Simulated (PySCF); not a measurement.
## How methods differ on the ionisation energy of Cr(2+)

Cr(2+) [Ar] 3d4 (5D) → Cr(3+) [Ar] 3d3 (4F), as a difference of total energies. Computed with PySCF 2.14 in cc-pVTZ, with the non-relativistic Hamiltonian (point nucleus). Correlated levels: valence: [Ar] frozen. The calculations carry no spin-orbit coupling.

| method | ionisation energy (eV) |
| --- | --- |
| UHF | 29.880 |
| PBE0 | 31.483 |
| M06-2X | 31.255 |
| MP2 (valence) | 30.526 |
| SCS-MP2 (valence) | 30.095 |

Task: How much does correlation contribute at MP2 (valence)?

Result: 30.526 − (29.880) = 0.646 eV, measured against UHF.

These non-relativistic numbers lack the scalar-relativistic shift.

The reference lies between the lowest fine-structure levels, while these numbers refer to the centres of the terms.

Errors of the correlated levels include the incompleteness of this basis and the frozen core.

For comparison: 30.959 ± 0.025 eV (measured; NIST Atomic Spectra Database, ionization energies).
